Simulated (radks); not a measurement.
The numbers below are computed, except where a source is named.
Task: Coherent X-ray form factor from a spherical all-electron density. Code: a radial shooting solver on a logarithmic mesh with Libxc functionals. Model: scalar-relativistic Kohn-Sham, BLYP, spin-polarised, spherical densities, finite nucleus; Fermi nuclear charge, rms radius of each element as measured or else 0.836 A^(1/3) + 0.57 fm.

| sin(theta)/lambda (1/angstrom) | f0 (electrons) |
|---|---|
| 0.05 | 42.442 |
| 0.1 | 40.883 |
| 0.15 | 38.619 |
| 0.2 | 35.997 |
| 0.25 | 33.314 |
| 0.3 | 30.768 |
| 0.4 | 26.448 |
| 0.5 | 23.213 |
| 0.6 | 20.809 |
| 0.8 | 17.302 |
| 1 | 14.420 |
| 1.25 | 11.287 |
| 1.5 | 8.889 |
| 2 | 6.263 |

The species is in the configuration that NIST lists as its ground one. Which atom or ion scatters so?

Result: The rhodium ion Rh2+, [Kr] 4d7. Extrapolating in s^2 from the first two rows gives f0(0) = 43.0, near the electron count 43; among species with that count, the fall with angle is slower the higher Z, and the table is that of Z = 45; from so few rows the species is fixed only to a neighbour or two.
